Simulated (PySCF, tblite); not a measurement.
Species: C₅H₉FOSi.
Cartesian coordinates in Å at the GFN2-xTB level; atoms count from 1:
```
atom  x, y, z in Å
F1     0.579   -1.421    1.430
C2     0.136   -0.752    0.329
C3     1.036   -0.868   -0.841
Si4    2.652    0.129   -0.560
C5    -0.981   -0.055    0.419
C6    -2.003    0.251    1.474
O7    -2.732    1.053    0.537
C8    -1.793    0.794   -0.511
H9     1.287   -1.919   -0.990
H10    0.512   -0.513   -1.726
H11    2.286    1.529   -0.347
H12    3.347   -0.413    0.604
H13    3.465   -0.019   -1.767
H14   -2.588   -0.600    1.836
H15   -1.642    0.835    2.327
H16   -1.312    1.710   -0.870
H17   -2.255    0.270   -1.356
```

Method: CAM-B3LYP/def2-SVPD in PySCF (dipole) on a GFN2-xTB geometry, gas phase.

Masses are those of the commonest isotopes; rigid-rotor values at the optimised geometry. The values belong to one conformer with, in the numbering `[F:1][C:2]([CH2:3][SiH3:4])=[C:5]1[CH2:6][O:7][CH2:8]1`, F1–C2–C3–Si4 -71°.

Problem. What are A, B and C (cm⁻¹)?

Solution. Ia = 155.57, Ib = 556.17, Ic = 642.50 u·Å²; 505379 MHz·u·Å²/I gives 3248, 908.7 and 786.6 MHz, that is A = 0.10836, B = 0.03031, C = 0.02624 cm⁻¹.

Problem. What kind of rotor is it?

Solution. A near-prolate asymmetric top; Ray's κ = -0.901.

Problem. What does the inertial defect say?

Solution. Not planar: Δ = Ic − Ia − Ib = -69.24 u·Å². For a rigid frame Δ = −2 Σ m c², so Σ m c² = 34.62 u·Å² lies off the ab plane: 12.36 from hydrogen and 22.26 from heavier atoms. The atom farthest from that plane is 1.71 Å away.

Problem. Give the other two planar moments, Paa and Pbb, and the rms extents of the mass along the axes.

Solution. Paa = Σ m a² = (Ib + Ic − Ia)/2 = 521.55 and Pbb = Σ m b² = (Ia + Ic − Ib)/2 = 120.95 u·Å². With the mass M = 132.04 u, the rms extents √(P/M) along a, b and c are 1.99, 0.96, 0.51 Å.

Problem. Where do the levels up to J = 4 lie, in K?

Solution. Above 0(0,0), as E/k:
J = 1: 1(0,1) 0.081, 1(1,1) 0.194, 1(1,0) 0.200
J = 2: 2(0,2) 0.244, 2(1,2) 0.351, 2(1,1) 0.368, 2(2,1) 0.705, 2(2,0) 0.705
J = 3: 3(0,3) 0.487, 3(1,3) 0.586, 3(1,2) 0.621, 3(2,2) 0.949, 3(2,1) 0.950, 3(3,1) 1.525, 3(3,0) 1.525
J = 4: 4(0,4) 0.810, 4(1,4) 0.899, 4(1,3) 0.958, 4(2,3) 1.274, 4(2,2) 1.278, 4(3,2) 1.851, 4(3,1) 1.851, 4(4,1) 2.657, 4(4,0) 2.657
Those of J = 1 are B + C, A + C and A + B.

Problem. Which types of transition are allowed, and where do some lines up to J = 2 fall?

Solution. The dipole components are |μa| = 1.70 D, |μb| = 0.85 D, |μc| = 0.93 D. The squared components, which scale the intensities, stand as 1.00 : 0.25 : 0.30 (a : b : c). Some lines, for components of 0.1 D or more:

```csv
type,branch,"J(Ka,Kc)",MHz,lower level (cm⁻¹)
b,Q,"1(1,0) ← 1(0,1)",2462,0.057
a,R,"2(0,2) ← 1(0,1)",3386,0.057
b,R,"1(1,1) ← 0(0,0)",4035,0.000
b,R,"2(1,2) ← 1(0,1)",5608,0.057
c,R,"2(1,1) ← 1(0,1)",5975,0.057
c,Q,"2(2,1) ← 2(1,1)",7019,0.256
b,Q,"2(2,0) ← 2(1,1)",7024,0.256
b,Q,"2(2,1) ← 2(1,2)",7386,0.244
b,R,"2(2,1) ← 1(1,0)",10532,0.139
c,R,"2(2,0) ← 1(1,0)",10537,0.139
```

Its GFN2-xTB frequencies are all real (lowest 36 cm⁻¹). These are rigid-rotor constants of the computed structure; measured ground-state constants (B0) also hold zero-point vibration. A rigid rotor knows nothing of internal rotation, which can split or shift real lines.

On an Arm Neoverse N1 with one thread, no GPU, shared host with 64 logical CPUs at a one-minute load of 60, this took 2.0 min of wall time and 1.1 GiB of memory at its peak. This is the CAM-B3LYP/def2-SVPD job that gave the dipole, with the excitations it also computed.
